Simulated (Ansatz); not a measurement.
Cl3HSeTi (`[Cl][Ti]([Cl])([Cl])[SeH]`). Charge 0, multiplicity 1. Correlated methods include outer-core shells of Se, Ti, which these sets cover unevenly. Scalar relativity is left out up to krypton.

```xyz
6

Cl    1.159    1.952    0.124
Ti   -0.149    0.301   -0.403
Cl   -2.115    0.962   -1.011
Cl    0.814   -0.933   -1.907
Se   -0.579   -1.018    1.543
H     0.871   -1.265    1.653
```

(1) Give the diagnostics of a CCSD(T)/def2-TZVPP run (frozen core, the Gaussian-basis code of Ansatz). (Estimate.)

## Answers

(1) Computed: T1 = 0.0246, largest single amplitude 0.079, largest double 0.047, (T) share of the correlation energy 5.7 %, 15 CCSD cycles. The RHF solution is stable towards an unrestricted one. T1 lies over the customary mark of 0.02 for closed shells; compounds of d metals often pass it without a breakdown.
